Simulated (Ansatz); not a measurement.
`C[NH][AlH][Cl]` from Hartree–Fock to CCSD(T)

```xyz
9

C     0.9859    0.8254    0.0909
N     0.1866   -0.3161    0.4861
Al   -1.2829   -0.9574   -0.2340
Cl   -2.0496    0.0298   -1.9218
H     2.0108    0.5400   -0.1718
H     1.0404    1.5837    0.8801
H     0.5443    1.2999   -0.7874
H     0.5646   -0.7825    1.2981
H    -2.0000   -2.2226    0.3598
```

The species carries charge 0 and has multiplicity 1. The geometry is a stationary point of PBE0-D4/def2-TZVP. It is one conformer, not always the lowest. Frozen core, restricted reference, Ansatz. CBS rows extrapolate triple and quadruple zeta.

```json
{"basis": "def2-TZVPP", "HF (Eh)": "-796.80886", "MP2 corr.": "?", "CCSD corr.": "?", "(T)": "-0.02692", "CCSD(T) total": "?"}
{"basis": "def2-QZVPP", "HF (Eh)": "-796.83364", "MP2 corr.": "?", "CCSD corr.": "-0.74410", "(T)": "-0.03087", "CCSD(T) total": "?"}
{"basis": "CBS(def2)", "HF (Eh)": "-796.83705", "MP2 corr.": "-0.74582", "CCSD corr.": "?", "(T)": "-0.03380", "CCSD(T) total": "?"}
```

Problem. Fill in the withheld values. (An estimate is asked.)

Solution. Ansatz gave: def2-TZVPP MP2 corr.: -0.65486; def2-TZVPP CCSD corr.: -0.69860; def2-TZVPP CCSD(T) total: -797.53438; def2-QZVPP MP2 corr.: -0.70711; def2-QZVPP CCSD(T) total: -797.60861; CBS(def2) CCSD corr.: -0.77780; CBS(def2) CCSD(T) total: -797.64865.
